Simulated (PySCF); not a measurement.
Substituent effects on chemical shifts

Parent skeleton `[CH3:1][NH:2][SiH2:3][Si:4]([OH:5])([OH:6])[SiH3:7]`; one hydrogen on atom 3 is replaced by X. Hydrogens on one atom are averaged.

- shielding tensors at PBE0/pcSseg-1 (GIAO)
- GFN2-xTB structure
- program: PySCF 2.14.0 with density-fitted response routines
- no solvent model, fast rotation and ring inversion assumed for equivalent nuclei, single conformer, relativity neglected

Chemical shifts δ = σref − σ; TMS for ¹³C, ²⁹Si, ¹H; ¹⁵N vs NH3; ¹⁷O against H2O, all at this level.

Parent (X = H): C1 35.8, N2 9.3, Si3 -49.6, Si4 26.1, O5 51.5, O6 51.5, Si7 -126.9, H(C1) 2.76, H(Si3) 4.76 ppm. Effects are Δδ = δ(X) − δ(H), positive for deshielding.

Known members:
| X | C1 | N2 | Si3 | Si4 | O5 | O6 | Si7 | H(C1) | H(Si3) |
| --- | --- | --- | --- | --- | --- | --- | --- | --- | --- |
| vinyl | -1.5 | +13.2 | +12.7 | -2.5 | -6.9 | -0.8 | +1.1 | +0.08 | +0.22 |
| OSiH3 | -2.7 | +35.2 | +13.0 | -13.3 | -0.4 | -14.3 | +2.2 | +0.11 | +0.29 |

Four more derivatives gave (Δδ, ppm):
```
compound    C1     N2    Si3    Si4     O5     O6   Si7  H(C1)  H(Si3)
       1  -2.9  +21.7  +16.3  -16.3  +26.8  +28.0  +3.9  +0.08   +0.61
       2  -4.4   +7.8  +24.7  -17.2   -5.4   -5.4  -0.4  +0.03   +0.46
       3  -5.7  +33.4  +26.0  -13.1   +1.8   +2.2  +1.0  +0.07   +0.23
       4  -2.8   -0.3  +27.3  -12.1  +27.5  +30.6  +3.6  -0.03   +0.28
```

Their substituents are C2H5, NH2, NHCH3, OH. Which is which?

## Answers

1: X = NH2 (CN[Si@@H](N)[Si](O)(O)[SiH3]); 2: X = NHCH3 (CN[SiH](NC)[Si](O)(O)[SiH3]); 3: X = OH (CN[Si@H](O)[Si](O)(O)[SiH3]); 4: X = C2H5 (CC[Si@H](NC)[Si](O)(O)[SiH3]).

Experimental scales use liquid or dissolved standards, which lie at an offset from isolated NH3 (liquid NH3: subtract about 20 ppm) and H2O (liquid H2O: subtract about 36 ppm).
